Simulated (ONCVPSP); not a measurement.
Varying the ONCV potential for tungsten

Base potential:

* Element: tungsten
* Generator: ONCVPSP 4.0.1
* Type: optimised norm-conserving Vanderbilt (ONCV)
* Functional: PBEsol
* Relativity: scalar-relativistic
* Frozen core: [Kr] 4d10
* Valence charge: 28
* Reference configuration: 4f14 5s2 5p6 5d4 6s1.75 6p0.25
* Partial waves: 5s+6s: rc 1.40 bohr, ncon 3, nbas 6, qcut 6.7 1/bohr, 2 projectors; 5p+6p: rc 1.80 bohr, ncon 5, nbas 9, qcut 9.5 1/bohr, 2 projectors; 5d: rc 2.40 bohr, ncon 4, nbas 9, qcut 5.4 1/bohr, 2 projectors, debl 0.4 Ha; 4f: rc 1.10 bohr, ncon 4, nbas 8, qcut 16.8 1/bohr, 2 projectors, debl 2 Ha
* Local potential: polynomial inside 0.85 bohr (lpopt 5, dvloc0 6 Ha)
* Core correction: Teter function, fcfact 4.25, rcfact 1.6

Cutoffs, loose and tight: the cutoffs (Ha) at which the residual kinetic energy of the hardest occupied pseudo-wave falls to 1 and 0.1 mHa per electron. They do not see the model core or the augmentation charge, which bear on the density cutoff. Test errors are all-electron minus pseudo excitation energies from the reference, over the configurations 4f14 5s2 5p6 5d4 6s2 6p0; 4f14 5s2 5p6 5d4 6s1 6p0; 4f14 5s2 5p6 5d4 6s0 6p0; 4f14 5s2 5p6 5d3 6s0 6p0. A dash means not determined; rows that change the core or the reference have their own tests. The largest error is taken over the tests solved by every variant that gives reliable tests at all: 4f14 5s2 5p6 5d4 6s0 6p0; 4f14 5s2 5p6 5d4 6s1 6p0; 4f14 5s2 5p6 5d4 6s2 6p0.

A true bound ghost makes a file unfit for plane-wave use even where its test errors are small: the radial tests pick states by their node count and pass the ghost by.

| change | outcome | cutoff, loose | cutoff, tight | bound ghosts | GHOST(+) flags above zero | largest test error (meV) |
| --- | --- | --- | --- | --- | --- | --- |
| base | generated | 117 Ha | 128 Ha | s | p, d | -8.1 |
| f: nproj 3 | generated | 117 Ha | 128 Ha | s | p, d | -8.1 |
| functional LDA (Perdew-Zunger) | generated | 117 Ha | 128 Ha | s | p, d | -9.0 |
| p: nbas 10 | generated | 117 Ha | 128 Ha | s | p, d | -8.1 |
| f: rc 1.28 | generated | 104 Ha | 114 Ha | s | p, d | -8.2 |
| s: qcut 5.3; p: qcut 7.6; d: qcut 4.3; f: qcut 13.4 | generated | 121 Ha | 229 Ha | s | p, d | -7.1 |

**Question.** What comes out with this change to the base: local potential polynomial inside 1.00 bohr (lpopt 5, dvloc0 0 Ha)?

**Answer.** outcome: generated; cutoff, loose: 117 Ha; cutoff, tight: 128 Ha; bound ghosts: none; GHOST(+) flags above zero: s, p; largest test error (meV): -8.7.
